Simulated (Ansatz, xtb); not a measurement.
## C2H10OSi3: 4 structures ranked

4 gas-phase structures of C2H10OSi3, from a drawn sample of its isomers (lower ones may exist). Each was relaxed with GFN2-xTB; where two conformers were screened, the lower at r2SCAN-D4/def2-SVP//GFN2-xTB is listed:

A. `C[SiH2][SiH]([SiH3])C=O`, a singlet
B. `C[SiH](C=O)[SiH2][SiH3]`, a singlet
C. `C[Si]([SiH3])([SiH3])C=O`, a singlet
D. `C[SiH2][SiH2][SiH2]C=O`, a singlet

Question: Make a reasoned guess at their ranking by r2SCAN-D4/def2-SVP//GFN2-xTB single-point energy.

Answer: Calculated order at r2SCAN-D4/def2-SVP//GFN2-xTB: A (0.000), C (0.024), D (0.041), B (0.049) eV. Less than 1 kcal/mol parts A and C; C and D; D and B, so the order within those pairs means little.

Energies above the lowest of each column, in eV; the last columns are at r2SCAN-D4/def2-SVP geometries:

```json
{"structure": "A", "GFN2-xTB": "0.000", "HF/STO-3G": "0.002", "r2SCAN-D4/def2-SVP//GFN2-xTB": "0.000", "r2SCAN-D4/def2-SVP": "0.000", "CCSD(T)/def2-SVP + ΔMP2/def2-TZVPP": "0.003"}
{"structure": "C", "GFN2-xTB": "0.060", "HF/STO-3G": "0.000", "r2SCAN-D4/def2-SVP//GFN2-xTB": "0.024", "r2SCAN-D4/def2-SVP": "0.021", "CCSD(T)/def2-SVP + ΔMP2/def2-TZVPP": "0.000"}
{"structure": "D", "GFN2-xTB": "0.009", "HF/STO-3G": "0.095", "r2SCAN-D4/def2-SVP//GFN2-xTB": "0.041", "r2SCAN-D4/def2-SVP": "0.019", "CCSD(T)/def2-SVP + ΔMP2/def2-TZVPP": "0.015"}
{"structure": "B", "GFN2-xTB": "0.011", "HF/STO-3G": "0.132", "r2SCAN-D4/def2-SVP//GFN2-xTB": "0.049", "r2SCAN-D4/def2-SVP": "0.004", "CCSD(T)/def2-SVP + ΔMP2/def2-TZVPP": "0.000"}
```

CCSD(T)/def2-SVP + ΔMP2/def2-TZVPP has A and B and C and D within 1 kcal/mol of each other at the bottom, and every level picks one of them. CCSD(T)/def2-SVP + ΔMP2/def2-TZVPP orders those it was run on as C (0.000), B (0.000), A (0.003), D (0.015) eV. Less than 1 kcal/mol parts C and B; B and A; A and D, so the order within those pairs means little. Flexible structures stand in one conformer each, not always the lowest. ΔMP2 is the change of the MP2 energy from the smaller to the larger basis.

Over these structures GFN2-xTB departs from r2SCAN-D4/def2-SVP//GFN2-xTB by 0.027 eV on average once a common shift is removed. A GFN2-xTB relaxation took about 0.21 s and the r2SCAN-D4/def2-SVP//GFN2-xTB energy about 3.2 s on a shared host (Ansatz 0.2.0, xtb 6.7.1).
